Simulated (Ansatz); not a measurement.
A made-up structure of CH$_{3}$LiSe, closed shell:

```xyz
6
angstrom
Li -0.9153 -2.3094 0.9939
Se -1.3151 -0.5214 -0.3466
C 0.3316 0.5469 -0.1763
H 1.1980 -0.0109 -0.5286
H 0.2114 1.4336 -0.7969
H -2.7361 -0.2694 -0.7909
```

It is relaxed with PBE-D4/def2-SVP and then PBE0-D4/def2-TZVP (Ansatz 0.2.0). Atoms count as bonded within 1.22 times the sum of their covalent radii (H–H: 0.88 Å). The end point is not checked to be a true minimum.

Q: Does its bonding change? (Judge from chemistry; the calculation decides.)

A: Computed: Yes. Formed: Li1–C3; broken: none.

Where it ends: The first stage lowers the energy by 2.52 eV in 24 steps. It ends as CH₃LiSe ([Li]1[CH2][SeH]1):
```
6
angstrom
Li -0.3857 -1.4946 0.8811
Se -1.8341 0.1808 -0.1914
C 0.1763 -0.0087 -0.2144
H 0.4689 0.1527 -1.2548
H 0.4654 0.9066 0.3209
H -2.1165 -0.8675 -1.1867
```

Labels in which every atom is bracketed show which atoms are joined, not bond orders.

For scale, one of the runs: PBE0-D4/def2-TZVP relaxation, 111 basis functions, launched by `ansatz run in.yaml --threads 2 --pin off --events-out ev --progress --plain --max-ram 4352MiB`. Hardware: 2 CPU threads of an Intel Xeon 6975P-C, shared host. Wall time about 7 s.
